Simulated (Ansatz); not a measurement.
Basis-set extrapolation for `O=C([SiH3])S[SiH3]` (PBE0-D4/def2-TZVP geometry, frozen core, Ansatz 0.2.0). Multiplicity 1, RHF reference.

```
                       def2-TZVPP    def2-QZVPP
                 HF  -1091.707229  -1091.741577
    MP2 correlation     -0.814560     -0.877564
CCSD(T) correlation     -0.908872       not run
```

Energies in hartree. Use E(X) = E(∞) + A·exp(−7.88·√X) for Hartree–Fock and E(X) = E(∞) + B·X^(−2.97) for correlation, with X = 3 and 4, and add CCSD(T) minus MP2 of the smaller set to the MP2 limit.

Q: What is the CCSD(T) energy at the basis-set limit?

A: HF limit: -1091.741577 + (-0.034348) × 0.13774 = -1091.74631. MP2 limit: -0.877564 + (-0.063004) × 0.74074 = -0.92423. Higher-order term: -0.908872 − (-0.814560) = -0.09431. Total: -1092.76485 hartree, 4.05 eV below CCSD(T)/def2-TZVPP.
